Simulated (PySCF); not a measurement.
**CaP at M06-2X**

Level: M06-2X. basis Ca def2-TZVPP, P def2-TZVPP; no relativity; PySCF 2.14.

```
state                                           : ⁴Σ⁻ (quartet), unpaired electrons σ ↑, π ↑↑
bond length                                     : 5.281 bohr
harmonic wavenumber                             : 269 cm⁻¹
force constant                                  : 0.745 mdyn/Å
rotational constant Be                          : 0.1237 cm⁻¹
anharmonicity ωexe                              : 1.31 cm⁻¹
vibration–rotation constant αe                  : 0.000747 cm⁻¹
well depth De to Ca + P                         : 127 kJ/mol
dissociation energy D0                          : 126 kJ/mol
bond order (Mayer)                              : 0.93
dipole moment (positive dipole means Ca(−)P(+)) : -3.86 D
```

The state is the lowest determinant that a PBE0 search found; another state may lie lower at other levels.
